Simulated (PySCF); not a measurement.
Radial density of Se (selenium, neutral)

UHF, [Ar] 3d10 4s1 4p5, high-spin 3P determinant (an excited configuration). All numbers are calculated (PySCF 2.14, a scalar-relativistic core potential, in aug-cc-pVQZ-PP with ECP10MDF (7s6p5d3f2g, 89 functions)). This is the valence pseudo-density: the core potential removes the inner electrons and smooths the orbitals near the nucleus.

```
r (bohr)  4πr²ρ (e/bohr)  4πr²(ρα − ρβ)
0.000590       2.854e-05         0.0000
0.000992       8.015e-05         0.0000
 0.00167       0.0002223         0.0000
 0.00281       0.0005995         0.0000
 0.00472        0.001544         0.0001
 0.00794        0.003769         0.0003
  0.0134        0.008336         0.0006
  0.0225         0.01616         0.0012
  0.0378         0.02932         0.0018
  0.0636         0.09784         0.0021
   0.107          0.7428         0.0013
   0.180           4.793         0.0063
   0.303           19.49         0.1370
   0.509           32.39         0.1822
   0.856           12.23         0.1443
    1.44           3.772         1.3979
    2.42           2.249         0.7065
    4.07          0.3469        -0.0234
    6.85        0.009589        -0.0057
    11.5       1.671e-05         0.0000
```

Energies and moments cover only the electrons outside the core potential.

(1) Where is the radial spin density 4πr²(ρα − ρβ) most negative, and why is it negative at all?

Answers

(1) Around r = 4.07 bohr, down to -0.0234 e/bohr: exchange with the open shell polarises the paired shells in an unrestricted calculation.
